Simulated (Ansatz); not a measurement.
`C[N](C)[In]([NH2])[OH]` → 2 C• + 9 H• + In• + 2 N• + O•  (atomization)

Computed with Ansatz on PBE0-D4/def2-TZVP structures; ΔE is electronic, products minus reactants. CBS: MP2 limit from def2 TZ/QZ plus the TZ coupled-cluster correction, frozen cores. This one scheme is used for every species, atoms too. DFT in def2-TZVPP. No spin–orbit coupling; open shells (•) take unrestricted orbitals. Spin–orbit coupling would lower the free atoms: a little for C, O; strongly for In. Elements past krypton have def2 core potentials. Bonds to In are less sure, by a few kJ/mol each and by 10 to 20 or more in all where they break to atoms, as the def2 sets lack core-valence functions. One conformer a species, not always the lowest.

| species | PBE energy (Eh) |
| --- | --- |
| `C[N](C)[In]([NH2])[OH]` | -456.29249 |
| C• | -37.79597 |
| H• | -0.49962 |
| In• | -190.11735 |
| N• | -54.53214 |
| O• | -75.00967 |

**Question.** Work out ΔE.

**Answer.** ΔE = 9 × (-0.49962) + 2 × (-37.79597) + 2 × (-54.53214) + (-190.11735) + (-75.00967) − (-456.29249) = 2.01267 Eh = +54.77 eV. CCSD(T)/CBS gives +54.21 eV.

Largest T1 diagnostic among the species: 0.015.

From PBE to PBE0 (25 % exact exchange), in def2-TZVPP and without D4, ΔE moves by −1.24 eV: exact exchange takes away binding that semilocal exchange gives to molecules. Leaving LDA and LC-ωPBE aside and taking each functional with its dispersion term where it has one, the values, not all of them listed here, spread over 3.11 eV, from BHLYP-D4 to PBE-D4. LDA lies +7.54 eV from PBE without D4, its usual overbinding.

For atomizations the MP2-based limit and the directly extrapolated one differ by several kJ/mol either way, and by 10 to 25 for some Ge, Se and Sn compounds, so smaller differences from it don't rank the levels.
